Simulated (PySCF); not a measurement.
**Spinor energies of Ge⁸⁺ (germanium, charge +8)**

Start: [Ar] 3d6; 3d3/2 filled at m_j = -3/2, -1/2, +1/2, +3/2; 3d5/2 filled at m_j = +3/2, +5/2. Calculated with PySCF 2.14 in an uncontracted even-tempered set (18 s from 0.43 bohr⁻², ratio 2.8; 13 p from 0.56 bohr⁻², ratio 2.8; 9 d from 0.56 bohr⁻², ratio 2.8; 4 f from 3 bohr⁻², ratio 3): generalised Hartree-Fock with the X2C-1e Hamiltonian and a Gaussian nucleus; spin-orbit coupling (SO) screened by Boettger's factors.

| spinor shell | electrons | ε, screened SO (eV) | weight of nominal j (screened SO) | rms radius, screened SO (bohr) |
| --- | --- | --- | --- | --- |
| 1s1/2 | 2 | -11364.5 | 1.000 | 0.0542 |
| 2s1/2 | 2 | -1641.1 | 1.000 | 0.227 |
| 2p1/2 | 2 | -1476.6 | 0.998 | 0.201 |
| 2p3/2 | 4 | -1441.5 | 0.999 | 0.204 |
| 3s1/2 | 2 | -370.03 | 1.000 | 0.640 |
| 3p1/2 | 2 | -315.95 | 0.942 | 0.650 |
| 3d3/2 | 4 | -215.31 | 0.917 | 0.664 |
| 3d5/2 | 2 | -213.93 | 0.996 | 0.667 |

Question: Where does 3p3/2 lie, and what is the 3p spin-orbit splitting (screened SO)?

Answer: At -304.02 eV, 11.931 eV above 3p1/2.

```
   quantity  screened SO
E (hartree)  -2074.04780
        M_J            4
       ⟨J²⟩       20.711
       ⟨L²⟩       21.772
       ⟨S²⟩        1.530
```

The determinant has a definite M_J but mixes levels of different J.

Each row is a mean over spinors that exchange with the open shell spreads, by up to 9.531 eV (3p3/2).
